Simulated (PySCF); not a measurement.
Cartesian coordinates in Å; atom numbers follow the order of the lines, from 1:
```xyz
20

C    -2.612   -0.621    0.520
C    -1.665    0.461    0.029
C    -0.236    0.034    0.025
C     0.382   -1.131    0.436
C     1.756   -0.914    0.176
C     2.886   -1.816    0.416
O     2.784   -2.921    0.889
N     1.964    0.290   -0.354
N     0.766    0.844   -0.438
C     0.620    2.173   -0.973
H    -3.651   -0.262    0.515
H    -2.367   -0.927    1.548
H    -2.558   -1.515   -0.118
H    -1.953    0.776   -0.990
H    -1.774    1.365    0.656
H    -0.071   -2.021    0.863
H     3.874   -1.383    0.120
H    -0.036    2.172   -1.856
H     0.202    2.858   -0.220
H     1.619    2.519   -1.262
```

Geometry: PBE0-D3(BJ)/def2-SVP; GIAO absolute shieldings from PySCF 2.14.0 with density-fitted response routines, gas phase, non-relativistic, averaged over equivalent atoms.

At KT2/pcSseg-1 (220 basis functions, 49 s wall time on 1 thread of an Arm Neoverse V2, shared host):
```csv
atoms,σ (ppm)
C6,9.7
C5,39.9
C3,44.3
C4,84.3
C10,145.6
C2,160.2
C1,170.8
O7,-260.3
N8,-76.5
N9,42.9
H17,21.58
H16,24.56
H18/H19/H20,27.49
H14/H15,28.68
H11/H12/H13,29.74
```

What do these become at PBE0/pcSseg-1?

Results:


| atoms | σ at PBE0/pcSseg-1 | change |
| --- | --- | --- |
| C6 | -4.8 | -14.5 |
| C5 | 30.5 | -9.4 |
| C3 | 35.6 | -8.7 |
| C4 | 75.9 | -8.4 |
| C10 | 146.9 | +1.3 |
| C2 | 162.7 | +2.5 |
| C1 | 172.5 | +1.7 |
| O7 | -317.9 | -57.6 |
| N8 | -98.5 | -22.0 |
| N9 | 35.7 | -7.2 |
| H17 | 21.45 | -0.13 |
| H16 | 24.50 | -0.06 |
| H18/H19/H20 | 27.57 | +0.08 |
| H14/H15 | 28.85 | +0.17 |
| H11/H12/H13 | 29.81 | +0.07 |

The largest change is at O7 (aldehyde oxygen). Cost: 220 basis functions, 39 s wall time on 1 thread of an Arm Neoverse V2, shared host. The order of the carbon signals is the same at both levels.
